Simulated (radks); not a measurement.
Question: I7+, configuration [Kr] 4d10. Method: scalar-relativistic Kohn-Sham, exchange-only LDA, spin-unpolarised, spherical densities, finite nucleus; Fermi nuclear charge, rms radius 4.75 fm; computed with a radial shooting solver on a logarithmic mesh with Libxc functionals. Some entries of the table are withheld. Estimate them.

orbital  occ.  eigenvalue (Ry)  <r> (bohr)
1s          2        -2428.154     0.02725
2s          2        -380.8434         (1)
2p          6        -342.7181      0.1025
3s          2        -82.10848      0.3145
3p          6        -69.74817      0.3124
3d         10              (2)      0.2887
4s          2        -19.76237      0.7375
4p          6        -15.86236      0.7869
4d         10        -10.13749      0.8967

Answer: 
(1) 2s <r> (bohr): 0.1173
(2) 3d eigenvalue (Ry): -51.17557
